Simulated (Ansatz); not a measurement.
**Ligand exchange: C2H7BrSi + C2H5I → C3H10Si + CH2BrI**

Species: C2H7BrSi `CC[SiH2]Br`, singlet; C2H5I (iodoethane) `CCI`, singlet; C3H10Si `CC[SiH2]C`, singlet; CH2BrI (bromoiodomethane) `BrCI`, singlet. The partners trade Br for CH3: Si–Br and C–CH3 bonds give way to Si–CH3 and C–Br.

Shapes, held fixed at every level: PBE0-D4/def2-TZVP. Flexible molecules stand in one conformer, not always the lowest. Programs: Ansatz 0.2.0. The zero-point and thermal change to 298 K, harmonic and unscaled (PBE0-D4/def2-TZVP), is -6.1 kJ/mol.

| level | kind | ΔH(298 K) (kJ/mol) | less CCSD(T)/def2-TZVPP | CPU time (sum over the molecules) |
| --- | --- | --- | --- | --- |
| BHLYP-D4/def2-TZVPP | global hybrid | +133.0 | +7.0 | 32 s |
| wB97M-V/def2-TZVPP | range-separated hybrid | +127.6 | +1.6 | 97 s |
| wB97X-V/def2-TZVPP | range-separated hybrid | +127.8 | +1.8 | 65 s |
| MP2/def2-TZVPP | perturbation theory | +128.7 | +2.7 | – |
| CCSD(T)/def2-SVP | coupled cluster or CI | +138.7 | +12.7 | 42 s |
| CCSD/def2-TZVPP | coupled cluster or CI | +128.8 | +2.8 | – |
| CCSD(T)/def2-TZVPP | coupled cluster or CI | +126.0 | 0.0 | 15 min |

The highest level, CCSD(T)/def2-TZVPP, gives ΔH(298 K) = +126.0 kJ/mol; the levels span +126.0 to +138.7. The column of differences is taken from that level and isn't an error. No measured value is set beside it here. For atoms past krypton def2 sets carry core potentials with scalar relativity. Relativity is left out for Br. Outer-core shells of Br, I are correlated in most correlated rows, in sets that cover them unevenly. Times are processor times on shared x86 and Arm servers, and rough.
